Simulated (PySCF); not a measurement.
hydrogen atom (H), doublet. Base run: PBE/cc-pVDZ run with PySCF.

Input for PySCF:
```python
from pyscf import gto, scf, dft, solvent

mol = gto.Mole()
mol.atom = '''
    H     0.000000    0.000000    0.000000
'''
mol.basis = 'cc-pvdz'
mol.charge = 0
mol.spin = 1
mol.verbose = 4
mol.build()

mf = dft.UKS(mol)
mf.xc = 'pbe'
mf.kernel()
mf.analyze()
```

The base run was repeated with changes; each row names its change, and settings that it needs were set with it.

```tsv
change	ΔE vs base (kcal/mol)
base	0.000
model = IEF-PCM; solvent = tetrahydrofuran; lebedev_order = 41	-0.063
model = IEF-PCM; solvent = toluene	-0.043
model = ddCOSMO; solvent = tetrahydrofuran	-0.009
model = IEF-PCM; solvent = 2-propanol	-0.070
model = IEF-PCM; solvent = tetrahydrofuran; vdw_scale = 1.4	-0.013
model = IEF-PCM; solvent = dichloromethane	-0.065
model = IEF-PCM; solvent = tetrahydrofuran; r_probe = 0.5	-0.002
model = IEF-PCM; solvent = tetrahydrofuran; vdw_scale = 1.0	-0.315
model = C-PCM; solvent = tetrahydrofuran	-0.064
model = IEF-PCM; solvent = tetrahydrofuran; lebedev_order = 11	-0.069
model = IEF-PCM; solvent = dimethylsulfoxide	-0.072
```

The base is the gas phase, so ΔE is the electrostatic part of solvation at a fixed geometry, without cavity and dispersion terms.

Open shells are given as the SCF converged; they aren't shown to be the lowest states, and a large step between rows can be another state.
